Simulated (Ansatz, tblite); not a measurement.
Removing and adding an electron: AsMe3 (C₃H₉As). The state is a singlet with charge 0. Geometry: B3LYP-D4/def2-SVP. Ansatz, gas phase; energy differences of separate SCF runs; the oxidised species was run as a doublet alone; the reduced species was run as a doublet alone.

Cartesian coordinates in Å:
```
As 1.031 -0.190 -0.043
C -0.261 -1.693 0.055
H -0.137 -2.339 -0.827
H -1.300 -1.329 0.094
H -0.055 -2.294 0.954
C 0.132 0.796 -1.512
H -0.946 0.914 -1.318
H 0.271 0.249 -2.457
H 0.590 1.791 -1.618
C 0.269 0.871 1.451
H 0.733 1.869 1.464
H 0.497 0.373 2.406
H -0.822 0.981 1.352
```

The xTB rows come from tblite. HSE06 is defined as in plane-wave codes, on full-range PBE exchange.

Estimate orbital energies and vertical ionisation energies and electron affinities at: GFN1-xTB; GFN2-xTB; PBE-D4/def2-TZVP; PBE-D4/def2-TZVPD; r2SCAN-D4/def2-TZVP; r2SCAN-D4/def2-TZVPD; B97M-V/def2-TZVP; r2SCANh-D4/def2-TZVP; PBE0-D4/def2-TZVP; PBE0-D4/def2-TZVPD; HSE06-D4/def2-TZVP; BHLYP-D4/def2-TZVP; ωB97X-V/def2-TZVP.


```tsv
level	−HOMO (eV)	vertical IE (eV)	−LUMO (eV)	vertical EA (eV)	HOMO–LUMO gap (eV)	IE − EA (eV)	remarks
GFN1-xTB	11.07	14.42	5.05	1.94	6.02	12.48	–
GFN2-xTB	10.16	13.18	3.21	0.41	6.95	12.77	–
PBE-D4/def2-TZVP	5.45	8.53	-0.26	–	5.71	–	–
PBE-D4/def2-TZVPD	5.50	–	0.26	-1.13	5.24	–	HOMO above zero (-1 doublet)
r2SCAN-D4/def2-TZVP	5.68	8.55	-0.61	–	6.29	–	–
r2SCAN-D4/def2-TZVPD	5.70	–	-0.35	-1.31	6.05	–	HOMO above zero (-1 doublet)
B97M-V/def2-TZVP	5.74	8.57	-0.46	–	6.20	–	–
r2SCANh-D4/def2-TZVP	6.07	8.57	-0.90	–	6.98	–	–
PBE0-D4/def2-TZVP	6.52	8.59	-1.10	–	7.61	–	–
PBE0-D4/def2-TZVPD	6.55	–	-0.36	-1.29	6.91	–	HOMO above zero (-1 doublet)
HSE06-D4/def2-TZVP	6.13	8.58	-0.72	–	6.85	–	–
BHLYP-D4/def2-TZVP	7.50	8.60	-1.74	–	9.23	–	–
ωB97X-V/def2-TZVP	8.77	8.66	-2.96	–	11.73	–	–
```

Relaxing the oxidised species (B3LYP-D4/def2-SVP) changes its energy by -0.68 eV at PBE-D4/def2-TZVP, so the adiabatic ionisation energy to this nearest minimum is 7.85 eV. At PBE0-D4/def2-TZVP it is 7.82 eV.     A HOMO above zero means that the electron is unbound at that level or that self-interaction error raises the level; the energy of removing that electron tells which. Raw xTB energy differences between charge states are shifted by several eV; the methods need an empirical correction for them. A negative affinity means that the extra electron isn't bound; its size then hangs on the basis.
